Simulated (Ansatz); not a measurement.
Relaxation of BH₆OSi₂ (10 atoms, charge 1, multiplicity 1), to a largest force component of 0.02 eV/Å in at most 40 steps.

All numbers below come from RKS revPBE/6-31G (Ansatz 0.2.0).

```xyz
10
Properties=species:S:1:pos:R:3
Si -1.608 1.730 0.195
B 0.228 0.952 -0.108
O 0.331 -0.332 -0.027
Si 1.106 -1.812 -0.076
H -2.261 2.794 -0.579
H -2.614 1.315 1.185
H 1.144 1.655 -0.358
H 0.271 -2.477 -1.070
H 0.910 -2.215 1.312
H 2.494 -1.612 -0.473
```

Question: Where does it end, and by what steps?

Answer: It converged. Limits of this set-up: no polarisation functions, the dipole of an ion depends on the origin. After 19 steps the energy has fallen by 0.812 eV; H5 moved furthest, 1.54 Å. Joined: Si1–O3.

| step | energy less start (eV) | largest force component (eV/Å) | accepted |
| --- | --- | --- | --- |
| 0 | 0.0000 | 2.127 | yes |
| 1 | -0.4160 | 1.501 | yes |
| 2 | -0.5078 | 0.569 | yes |
| 3 | -0.5203 | 1.069 | yes |
| 4 | -0.5487 | 0.303 | yes |
| 5 | -0.5708 | 0.200 | yes |
| 6 | -0.5805 | 0.352 | yes |
| 7 | -0.5966 | 0.211 | yes |
| 8 | -0.6191 | 0.189 | yes |
| 9 | -0.6427 | 0.179 | yes |
| 10 | -0.6722 | 0.218 | yes |
| 11 | -0.7102 | 0.239 | yes |
| 12 | -0.7644 | 0.348 | yes |
| 13 | -0.8016 | 0.514 | yes |
| 14 | -0.7892 | 0.894 | no |
| 15 | -0.8093 | 0.137 | yes |
| 16 | -0.8117 | 0.088 | yes |
| 17 | -0.8073 | 0.219 | no |
| 18 | -0.8121 | 0.031 | yes |
| 19 | -0.8122 | 0.012 | yes |

```xyz
10
Properties=species:S:1:pos:R:3
Si -1.411 1.499 0.178
B 0.584 1.441 0.016
O 0.128 0.115 -0.005
Si 0.767 -1.643 -0.132
H -2.286 1.324 -1.034
H -2.086 1.215 1.493
H 1.678 1.900 -0.054
H -0.017 -2.187 -1.289
H 0.407 -2.220 1.206
H 2.235 -1.445 -0.378
```

Run time: 35 s on 1 thread of Arm Neoverse V2, on a shared host, peak memory 0.12 GiB.
